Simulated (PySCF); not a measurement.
Exercise with solution: dipole moment from atomic charges

SeF2, SMILES F[Se]F. Atoms are numbered in the order given.

```xyz
3

Se     0.0000     0.0000     0.3999
F      0.0000     1.2902    -0.7553
F      0.0000    -1.2902    -0.7553
```

Coordinates come from a ωB97X-D3(BJ)/def2-TZVP optimisation.

Charges (e) from PySCF with M06-2X/def2-TZVPD:

```
atom     IAO  ESP fit
----  ------  -------
Se1    0.958    0.336
F2    -0.479   -0.168
F3    -0.479   -0.168
```

The dipole moment of the full density is 1.99 D.

Task: What dipole moment does each set of point charges give, and which comes closer to that of the density?

Result: 
μ = Σ q r, and 1 e Å = 4.8032 D.
IAO: Σ q r = (0.000, 0.000, 1.107) e Å, |μ| = 5.32 D.
ESP fit: Σ q r = (0.000, 0.000, 0.388) e Å, |μ| = 1.86 D.
ESP fit comes closer in size. Point charges leave out the atoms' own dipoles (lone pairs, polarised bonds); fits to the potential absorb them, partitions of the density don't.
